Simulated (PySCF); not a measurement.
Cl2F4Ga2, singlet (PBE0/def2-SVP optimised geometry):

```
8

Ga     1.366    -1.057    -2.156
Ga    -0.871    -0.216     0.000
Cl    -0.950    -1.057    -2.156
F      1.939     0.145    -3.263
F      1.941    -2.692    -2.155
Cl     1.445    -0.216     0.000
F     -1.445     1.419     0.000
F     -1.445    -1.419     1.107
```

Level of theory: PBE0/def2-TZVP (PySCF 2.14.0).

Q: What are the frontier orbital energies and the dipole moment?

A: HOMO-2 -11.27 eV, HOMO-1 -11.21 eV, HOMO -11.05 eV, LUMO -2.24 eV, LUMO+1 -1.98 eV; dipole moment 0.00 D.

On the same geometry PBE/def2-TZVP (PySCF) gives HOMO-2 -9.57 eV, HOMO-1 -9.42 eV, HOMO -9.36 eV, LUMO -3.21 eV, LUMO+1 -3.00 eV; dipole moment 0.00 D.

Meta-Löwdin charges at PBE0/def2-TZVP: Ga1 1.12, Ga2 1.12, Cl3 -0.15, F4 -0.49, F5 -0.49, Cl6 -0.15, F7 -0.49, F8 -0.49.
